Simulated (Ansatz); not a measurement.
```yaml
crystal:
  periodic: [false, false, false]
  atoms:
    - {symbol: N, position_ang: [-1.346868, 0.264702, -1.034204]}
    - {symbol: Hf, position_ang: [0.156948, -0.018996, -0.000117]}
    - {symbol: O, position_ang: [0.637269, -1.830030, -0.041037]}
    - {symbol: O, position_ang: [-0.334561, 0.439032, 2.124223]}
    - {symbol: O, position_ang: [1.796108, 0.906215, -0.226118]}
    - {symbol: H, position_ang: [-1.584850, -0.306037, -1.866684]}
    - {symbol: H, position_ang: [-1.965818, 1.083623, -0.907845]}
    - {symbol: H, position_ang: [1.171965, -2.737988, 0.191848]}
    - {symbol: H, position_ang: [-0.245332, 0.834384, 2.798438]}
    - {symbol: H, position_ang: [2.160320, 1.414700, -0.883276]}
basis:
  gaussian: {orbitals: def2-SVP, fitting: {mean_field: def2-universal-jkfit}}
hamiltonian: {xc: {name: revPBE}, dispersion: d3bj}
relax: {f_tol: 0.0001, max_steps: 2}
output: {forces: true}
```

```sh
$ ansatz run in.yaml --threads 4 --pin off --events-out ev --progress --plain --max-ram 10444MiB
```

(1) How does Ansatz answer? (Best estimate.)

## Answers

(1) Ansatz gave: The run did not converge.
```
Functional definition: revPBE
625 factors; integrals over basis functions are off by at most 2.2e-1 eV
mean field evaluation 1: about -8988.6049 eV, gradient 1.2e2 eV
mean field evaluation 2: about -8761.2775 eV, gradient 2.9e2 eV
mean field evaluation 4: about -9013.3730 eV, gradient 3.1e1 eV
mean field evaluation 8: about -9015.1569 eV, gradient 3.5e-1 eV
mean field evaluation 16: about -9015.1543 eV, gradient 6.5e-5 eV
mean field -9015.15430038 eV, -331.3008098477 hartree, gradient 6.5e-5 eV, S^2 0.000000; 0 other end points of the search recorded, 0 dependent functions left out
reference -9015.15440105 eV, -331.3008135474 hartree; 24, 24 occupied and 89, 89 virtual orbitals, 625 factors
relax step   1: F+E_penalty+E_count = -9015.52088821 eV  Δ(F+E_penalty+E_count) = +0.000e0 eV  max|allowed force component| = 1.876e1 eV/Å  Δτ_max = 0.0000 Å  (28 SCF iters, accepted)
625 factors; integrals over basis functions are off by at most 1.8e-1 eV
mean field -9018.35797113 eV, -331.4185425764 hartree, gradient 1.3e-5 eV, S^2 0.000000; 0 other end points of the search recorded, 0 dependent functions left out
reference -9018.35807260 eV, -331.4185463053 hartree; 24, 24 occupied and 89, 89 virtual orbitals, 625 factors
relax step   2: F+E_penalty+E_count = -9018.72253303 eV  Δ(F+E_penalty+E_count) = -3.202e0 eV  max|allowed force component| = 2.101e0 eV/Å  Δτ_max = 0.1949 Å  (34 SCF iters, accepted)
Error: geometry relaxation did not converge after 2 steps: max|allowed force component| = 2.10e0 eV/Å (threshold 1.0e-4). Raise `relax.max_steps` over both its present limit and 2, loosen `relax.f_tol`, or start from a geometry closer to equilibrium. Where this run's directory can be resumed (`checkpoint.write`), a resume goes on for up to `relax.max_steps` more
```
